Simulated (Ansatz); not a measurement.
`NB(S)Cl` + HBr → `NB(Cl)Br` + H₂S at 600 K and 1 bar (ligand exchange at a B–S bond).

Gas-phase electronic energies from Ansatz, PBE0-D4/def2-TZVP geometries. CCSD(T)/CBS is the MP2 limit (def2-TZVPP, def2-QZVPP) plus CCSD(T) − MP2 in def2-TZVPP, frozen cores. This one scheme is used for every species. For Br outer-core shells are correlated without core-valence functions, which leaves a few kJ/mol of doubt a bond. Scalar relativity is left out up to krypton. One conformer a species, not always the lowest.

```
   species  CCSD(T)/CBS energy (Eh)  H − E (kJ/mol)  S (J/(mol·K))
 `NB(S)Cl`               -938.97645           157.6          376.4
       HBr              -2573.91920            33.5          219.1
`NB(Cl)Br`              -3113.92934           129.4          370.9
       H₂S               -398.97279            60.8          230.9
```

H − E and S are ideal-gas, rigid-rotor, harmonic terms from PBE0-D4/def2-TZVP, for one conformer and one mirror image of each species. 1 Eh = 2625.50 kJ/mol, R = 8.31446 J/(mol·K).

Question: By hand: ΔE, ΔH, ΔS and ΔG.

Answer: ΔE = (-3113.92934) + (-398.97279) − (-938.97645) − (-2573.91920) = -0.00648 Eh = -17.0 kJ/mol. Δ(H − E) = 129.4 + 60.8 − 157.6 − 33.5 = -0.9, so ΔH = -17.9 kJ/mol. ΔS = 370.9 + 230.9 − 376.4 − 219.1 = 6.3 J/(mol·K). ΔG = -17.9 − 600 × (6.3)/1000 = -21.7 kJ/mol.

Question: By hand: the equilibrium constant, and the temperature at which ΔG would vanish if ΔH and ΔS stayed fixed.

Answer: log₁₀ K = −ΔG/(RT ln 10) = 1.9. ΔH and −TΔS have one sign here, so there is no such temperature.

The number of gas molecules stays the same, so ΔS is small and ΔH decides. A doubt of 5 kJ/mol in ΔE shifts log₁₀ K by 0.4 here. Other conformers and mirror images would add mixing entropy, several J/(mol·K) or more a flexible species. These are equilibria of isolated gas molecules and say nothing of rates. Largest T1 diagnostic: 0.011 (customary marks: 0.02 for closed shells, 0.045 for open ones).

ΔS is within the doubt of such terms, so its sign, and with it that verdict, could turn.
